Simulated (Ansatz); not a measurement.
Molecule: C2H8GeN, charge 0, multiplicity 2. It need not be the lowest isomer of its formula. 
Geometry from a B3LYP-D3(BJ)/def2-TZVP (Ansatz, an electronic-structure program) optimisation:
```
Ge
N 1 1.8681
H 2 1.0121 1 115.66
H 2 1.0121 3 108.66 1 132.01
C 1 1.9865 2 104.50 3 -57.85
H 5 1.0895 1 110.26 2 -177.68
H 5 1.0896 6 108.72 1 121.63
H 5 1.0919 6 109.32 7 119.01
C 1 1.9865 2 104.50 3 -173.51
H 9 1.0895 1 110.26 2 177.68
H 9 1.0896 10 108.72 1 -121.63
H 9 1.0919 10 109.32 11 -119.01
```
Charge 0, spin multiplicity 2.

Quantity: atomisation energy (electronic, to ground-state atoms), in eV. Correlated levels leave the core frozen unless marked. UHF or UKS for open shells. No spin-orbit coupling. Frozen are the shells of the preceding noble gas and the d and f shells that filled before the atom's block. No relativistic terms. The coupled-cluster limit lacks core correlation, which all-electron functionals hold. CBS marks a two-point X^-3 extrapolation of the correlation energy; Hartree-Fock from the larger set.

```csv
level,program,atomisation energy (eV),minus last row
HF/6-31G,Ansatz,29.85,-13.29
PBE-D4/def2-TZVPD,Ansatz + dftd4,43.89,0.75
revPBE/def2-TZVPD,Ansatz,42.29,-0.85
BHLYP/def2-TZVPD,Ansatz,41.92,-1.22
CCSD(T)/STO-3G,Ansatz,45.25,2.11
CCSD(T)/cc-pVTZ,Ansatz,42.03,-1.11
"CCSD(T)/CBS(cc-pVTZ,cc-pVQZ)",Ansatz,43.14,0.00
```
